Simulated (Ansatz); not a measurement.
**Two structures, one formula**

The two ends of one reaction step of SiNH4O2F, closed shell (PBE0-D4/def2-TZVP).

A:

```tsv
atom	x (Å)	y (Å)	z (Å)
Si1	-0.5375	0.2204	0.2071
F2	1.7066	-1.9231	0.4451
N3	0.6062	0.5408	-0.9451
H4	1.4102	-0.0677	-1.0035
O5	-1.7156	1.3156	0.1093
O6	-0.4760	-0.9348	1.2020
H7	0.5759	1.2978	-1.6046
H8	-2.4385	1.2260	0.7356
H9	0.8687	-1.6748	0.8539
```

B:

```
9
angstrom
Si -0.5102 0.3676 0.0544
F 1.8781 -1.4913 -0.0758
N 0.6861 0.5152 -0.9817
H 1.5736 -0.6831 -0.5732
O -1.8305 1.2665 0.2420
O -0.4752 -0.8373 1.1127
H 0.7909 1.2175 -1.6933
H -2.4485 1.0158 0.9341
H 0.3357 -1.3709 0.9808
```

Program: Ansatz 0.2.0. Basis: def2-TZVPP. Cores are frozen in the correlated methods. B3LYP uses VWN-RPA correlation.

**Question.** Which structure is lower at CCSD(T), and by how much? (An estimate is asked for; the value comes from the calculation.)

**Answer.** By the calculation: A, by 63.1 kJ/mol (electronic energy, against the other). By their contacts, A is a complex of SiNH₃O₂ ([NH2][Si]([O])[OH]) + HF and B is a complex of SiNH₃O₂ ([NH][Si]([OH])[OH]) + HF.

All methods give the same order:

```json
{"method": "SPW92", "E(B) − E(A) (kJ/mol)": "44.9"}
{"method": "PBE-D4", "E(B) − E(A) (kJ/mol)": "56.5"}
{"method": "BLYP-D4", "E(B) − E(A) (kJ/mol)": "61.1"}
{"method": "r2SCAN-D4", "E(B) − E(A) (kJ/mol)": "59.4"}
{"method": "B97M-V", "E(B) − E(A) (kJ/mol)": "63.0"}
{"method": "PBE0-D4", "E(B) − E(A) (kJ/mol)": "59.3"}
{"method": "B3LYP-D4", "E(B) − E(A) (kJ/mol)": "62.8"}
{"method": "r2SCAN0-D4", "E(B) − E(A) (kJ/mol)": "60.7"}
{"method": "BHLYP-D4", "E(B) − E(A) (kJ/mol)": "66.2"}
{"method": "CAM-B3LYP-D4", "E(B) − E(A) (kJ/mol)": "63.1"}
{"method": "wB97X-V", "E(B) − E(A) (kJ/mol)": "64.5"}
{"method": "wB97M-V", "E(B) − E(A) (kJ/mol)": "61.7"}
{"method": "B2PLYP", "E(B) − E(A) (kJ/mol)": "65.0"}
{"method": "PBE-QIDH", "E(B) − E(A) (kJ/mol)": "62.9"}
{"method": "RPA on PBE", "E(B) − E(A) (kJ/mol)": "63.1"}
{"method": "HF", "E(B) − E(A) (kJ/mol)": "76.5"}
{"method": "MP2", "E(B) − E(A) (kJ/mol)": "64.9"}
{"method": "CCSD", "E(B) − E(A) (kJ/mol)": "65.5"}
{"method": "CCSD(T)", "E(B) − E(A) (kJ/mol)": "63.1"}
```

The T1 diagnostic stays at or below 0.014.

Labels in which every atom is bracketed show which atoms are joined, not bond orders.

For scale, one of the runs: CCSD(T)/def2-TZVPP, 222 basis functions, launched by `ansatz run in.yaml --threads 4 --pin off --events-out ev --progress --plain --max-ram 9574MiB`. Hardware: 4 CPU threads of an Intel Xeon, shared host. Wall time 120 s; peak host memory 3.7 GiB.
